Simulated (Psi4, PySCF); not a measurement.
PySCF was given this input:
```python
from pyscf import gto, scf, dft

mol = gto.Mole()
mol.atom = '''
    Hg    0.00000000    0.00000000    0.00000000
    Cl    0.00000000    0.00000000    2.30126892
    Cl   -0.00000000   -0.00000000   -2.30126892
'''
mol.basis = 'def2-svp'
mol.ecp = {'Hg': 'def2-svp'}
mol.verbose = 3
mol.build()

mf = dft.RKS(mol)
mf.xc = 'b3lyp5'
mf.grids.atom_grid = (99, 590)
mf.grids.prune = None
mf.kernel()
```

Question: Write the same job for Psi4.

Answer: Several could match; the one computed here: 
```
memory 2 GB

molecule {
0 1
  Hg    0.00000000    0.00000000    0.00000000
  Cl    0.00000000    0.00000000    2.30126892
  Cl   -0.00000000   -0.00000000   -2.30126892
}

set basis def2-svp
set scf_type pk
set puream true
set d_convergence 1e-8
set dft_radial_points 99
set dft_spherical_points 590

energy('b3lyp5')
print_variables()
```

Both were run: PySCF gave -1073.526936 Eh and Psi4 -1073.526936 Eh, 0.000 mEh apart.
